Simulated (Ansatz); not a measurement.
`BC/N=C/[SeH]` + `C#COCF` → `BC(F)OC#C` + `C/N=C/[SeH]`  (formal exchange of groups at a B–C bond)

Program: Ansatz. Geometries: PBE0-D4/def2-TZVP. ΔE: electronic, gas phase. CCSD(T)/CBS is the MP2 limit (def2-TZVPP, def2-QZVPP) plus CCSD(T) − MP2 in def2-TZVPP, frozen cores. Double bonds are as drawn, so ΔE can hold a change between cis and trans. DFT in def2-TZVPP. For Se outer-core shells are correlated without core-valence functions, which leaves a few kJ/mol of doubt a bond. Scalar relativity is left out up to krypton. Each species was taken in one conformer, which may not be the lowest.

(1) Is it downhill or uphill in electronic energy at CCSD(T)/CBS, and by how much? (Estimate.)

(2) What do these levels give: PBE-D4, r2SCAN-D4, PBE0-D4, ωB97X-V, ωB97M-V, PBE, PBE0, MP2/def2-TZVPP, SCS-MP2/def2-QZVPP, HF/CBS(def2), MP2/CBS(def2), CCSD/CBS(def2)? (An estimate is asked.)

Largest T1 diagnostic among the species: 0.013.

Results:

(1) Computed: Uphill: ΔE = +0.15 eV.

(2) Ansatz gave: PBE-D4 0.15, r2SCAN-D4 0.17, PBE0-D4 0.18, ωB97X-V 0.14, ωB97M-V 0.16, PBE 0.15, PBE0 0.18, MP2/def2-TZVPP 0.17, SCS-MP2/def2-QZVPP 0.15, HF/CBS(def2) 0.16, MP2/CBS(def2) 0.17, CCSD/CBS(def2) 0.15 eV.
